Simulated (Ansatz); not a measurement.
Worked example: a bond strength in GaSiH3F2 (SMILES [F][Ga]([F])[SiH3])

GaSiH3F2 has 7 atoms, charge 0, and is taken as a singlet. As SMILES, `[F][Ga]([F])[SiH3]`. Geometry: optimised at B3LYP/def2-SVP.

```xyz
7

F     0.3434   -1.7279    2.0531
Ga    0.7535   -0.8791    0.5692
F     2.3171   -1.4175   -0.0267
Si   -0.6395    0.7657   -0.4894
H     0.1891    1.6022   -1.3995
H    -1.2749    1.6090    0.5602
H    -1.6886    0.0477   -1.2670
```

Wanted: the dissociation energy of the Si4–Ga2 bond into doublet SiH3 and doublet GaF2 (shapes relaxed at B3LYP/def2-SVP, no zero-point term). 1 Eh = 2625.50 kJ/mol = 27.2114 eV. Totals in Eh; open shells run unrestricted unless said.

```tsv
level	program	GaSiH3F2	doublet SiH3	doublet GaF2
PBE/def2-SVP	Ansatz	-2414.788127	-290.973013	-2123.702261
B3LYP/def2-SVP	Ansatz	-2415.495201	-291.158552	-2124.225772
MP2/def2-SVP, 16 core orbitals frozen	Ansatz	-2413.076272	-290.627526	-2122.336745
```

Q: Work out the dissociation energy at each level.

A: 
1. PBE/def2-SVP: (-290.973013) + (-2123.702261) − (-2414.788127) = 0.112853 Eh = 296.3 kJ/mol = 3.07 eV.
2. B3LYP/def2-SVP: (-291.158552) + (-2124.225772) − (-2415.495201) = 0.110877 Eh = 291.1 kJ/mol = 3.02 eV.
3. MP2/def2-SVP: (-290.627526) + (-2122.336745) − (-2413.076272) = 0.112001 Eh = 294.1 kJ/mol = 3.05 eV.

The levels span 291 to 296 kJ/mol; no measured value is set beside them. A bond enthalpy at 298 K also holds the loss of zero-point energy and thermal terms.
